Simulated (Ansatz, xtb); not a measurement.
# Relative energy of two isomers of C5H9NO

We compare a, `CC(C)=CC(N)=O`, a singlet, with b, `C=C(C)CC(N)=O`, a singlet. Both are isolated molecules in the gas phase, relaxed with B3LYP-D3(BJ)/def2-SVP, each in the lowest conformer that the search found.

**Question.** Estimate E(b) − E(a) at the level CCSD(T)/def2-SVP + ΔMP2/def2-TZVPP.

**Answer.** Calculated at CCSD(T)/def2-SVP + ΔMP2/def2-TZVPP: E(b) − E(a) = +1.28 kcal/mol, so structure a lies lower.

How the difference moves with the method:

```json
{"level": "GFN2-xTB", "geometry": "GFN2-xTB", "E(b) − E(a) (kcal/mol)": "+3.25", "departure from the last row (kcal/mol)": "+1.97", "job, with rough time for the two": "optimisation, 0.22 s"}
{"level": "HF/STO-3G", "geometry": "GFN2-xTB", "E(b) − E(a) (kcal/mol)": "+4.90", "departure from the last row (kcal/mol)": "+3.62", "job, with rough time for the two": "single point, 0.36 s"}
{"level": "r2SCAN-D4/def2-SVP", "geometry": "GFN2-xTB", "E(b) − E(a) (kcal/mol)": "+4.99", "departure from the last row (kcal/mol)": "+3.72", "job, with rough time for the two": "single point, 3.7 s"}
{"level": "B3LYP-D3(BJ)/def2-SVP", "geometry": "B3LYP-D3(BJ)/def2-SVP", "E(b) − E(a) (kcal/mol)": "+3.17", "departure from the last row (kcal/mol)": "+1.89", "job, with rough time for the two": "optimisation, 59 s"}
{"level": "HF/def2-SVP", "geometry": "B3LYP-D3(BJ)/def2-SVP", "E(b) − E(a) (kcal/mol)": "+2.60", "departure from the last row (kcal/mol)": "+1.32", "job, with rough time for the two": "part of the CCSD(T) run"}
{"level": "MP2/def2-SVP", "geometry": "B3LYP-D3(BJ)/def2-SVP", "E(b) − E(a) (kcal/mol)": "+1.50", "departure from the last row (kcal/mol)": "+0.22", "job, with rough time for the two": "part of the CCSD(T) run"}
{"level": "CCSD(T)/def2-SVP", "geometry": "B3LYP-D3(BJ)/def2-SVP", "E(b) − E(a) (kcal/mol)": "+1.66", "departure from the last row (kcal/mol)": "+0.38", "job, with rough time for the two": "single point"}
{"level": "CCSD(T)/def2-SVP + ΔMP2/def2-TZVPP", "geometry": "B3LYP-D3(BJ)/def2-SVP", "E(b) − E(a) (kcal/mol)": "+1.28", "departure from the last row (kcal/mol)": "", "job, with rough time for the two": "single point, 76 s"}
```

As drawn, both hold the same kinds of bond in the same numbers. Structure a has 2 methyl groups, b 1.

The levels shown agree on the order. The largest departure from CCSD(T)/def2-SVP + ΔMP2/def2-TZVPP is that of r2SCAN-D4/def2-SVP, 3.72 kcal/mol. The last row adds to CCSD(T) the change of the MP2 difference between the two basis sets, here −0.38 kcal/mol.

With thermal terms from frequencies at re-optimised GFN2-xTB minima (ideal gas, soft modes damped towards free rotors, one conformer each, 298.15 K, 1 atm): on the last row, ΔE + ΔZPE = +1.53, ΔH = +1.23, ΔG = +1.91 kcal/mol.

The correlated steps freeze 7 core orbitals. Codes used: Ansatz 0.2.0, xtb 6.7.1; the last row on 4 threads of Arm Neoverse V1 on a shared host.
